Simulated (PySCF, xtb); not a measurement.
1-methylcyclopentene (C6H10), SMILES CC1=CCCC1.

GFN2-xTB (xtb 6.7.1) at its own geometry gives an orbital gap of 5.04 eV and a dipole moment of 0.39 D.

Geometry: r2SCAN-D4/def2-SVP. The values are those of a single conformer.

Question: What does r2SCAN/def2-TZVP in PySCF give? (An estimate is asked for; the answer gives what the named calculation found.)

Answer: gap 5.50 eV (levels -5.57 and -0.07 eV), dipole 0.29 D.
